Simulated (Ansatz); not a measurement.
FH₆NOSiSn (`[NH2][SnH]([OH])[SiH2]F`), relaxed with RKS PBE0-D4/def2-TZVP in Ansatz from a PBE-D4/def2-SVP geometry. The force threshold is 0.005 eV/Å; the program also tests the step.

Charge 0, multiplicity 1. Sn takes the def2 core potential.

Start:

```xyz
11

N     2.139   -0.162   -0.689
Sn    0.340    0.761   -0.286
O    -0.461    0.962   -2.129
Si   -1.324   -0.595    1.199
F    -1.159   -2.176    0.759
H     2.037   -1.184   -0.750
H     2.831    0.025    0.050
H     0.751    2.342    0.299
H    -1.401    0.703   -2.112
H    -2.764   -0.200    0.997
H    -0.989   -0.477    2.663
```

(1) How much energy does the relaxation release, and in how many steps? (Estimate.)

(2) Which bonds change most? (Best estimate.)

(3) Give the relaxed structure. (Estimate.)

Results:

(1) Ansatz gave: 17.88 kJ/mol, in 55 steps, 10 of them rejected.

(2) The calculation gave: Sn2–O3 from 2.019 to 1.971 Å; Si4–F5 from 1.650 to 1.607 Å; N1–Sn2 from 2.062 to 2.024 Å; Sn2–Si4 from 2.610 to 2.578 Å.

(3) Computed: 
```xyz
11

N     1.869   -0.244   -0.814
Sn    0.213    0.738   -0.192
O    -0.852    0.966   -1.835
Si   -1.348   -0.626    1.339
F    -1.017   -2.178    1.084
H     1.824   -1.251   -0.738
H     2.730    0.070   -0.387
H     0.741    2.276    0.348
H    -0.285    0.991   -2.611
H    -2.780   -0.396    1.029
H    -1.095   -0.345    2.776
```
